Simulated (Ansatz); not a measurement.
CH7BSeSi, relaxed with RKS PBE-D4/def2-SVP in Ansatz 0.2.0 from a rough embedded geometry. The force threshold is 0.03 eV/Å; the program also tests the step.

Total charge 0; spin multiplicity 1. The bonds changed during the relaxation, so this is another structure than the one it started from.

Start:

```xyz
11

B     0.623   -1.786   -0.136
Si   -0.311   -0.180   -0.404
C    -0.120    0.865    1.103
Se    0.474    0.943   -2.170
H     0.661   -2.647   -1.030
H     1.226   -2.060    0.862
H    -1.759   -0.465   -0.625
H    -0.602    0.331    2.012
H     0.939    1.092    1.349
H    -0.690    1.831    1.002
H    -0.440    2.077   -1.964
```

Q: By how much does the energy fall, and how many steps does the optimiser take? (Estimate.)

A: Computed: 93.10 kJ/mol, in 21 steps, 1 of them rejected.

Q: Which bonds change most? (An estimate is asked.)

A: The calculation gave: B1–Se4 from 3.406 to 2.219 Å; Si2–Se4 from 2.236 to 2.439 Å; B1–Si2 from 1.877 to 1.965 Å; C3–H8 from 1.159 to 1.112 Å.

Q: Give the relaxed structure. (Best estimate.)

A: Computed: 
```xyz
11

B     0.754   -1.499   -0.681
Si   -0.684   -0.396    0.077
C    -0.481    1.050    1.276
Se    0.324    0.177   -2.070
H     0.413   -2.498   -1.289
H     1.889   -1.388   -0.259
H    -2.139   -0.617   -0.248
H    -0.824    0.736    2.286
H     0.587    1.335    1.361
H    -1.075    1.937    0.978
H     1.236    1.163   -1.432
```
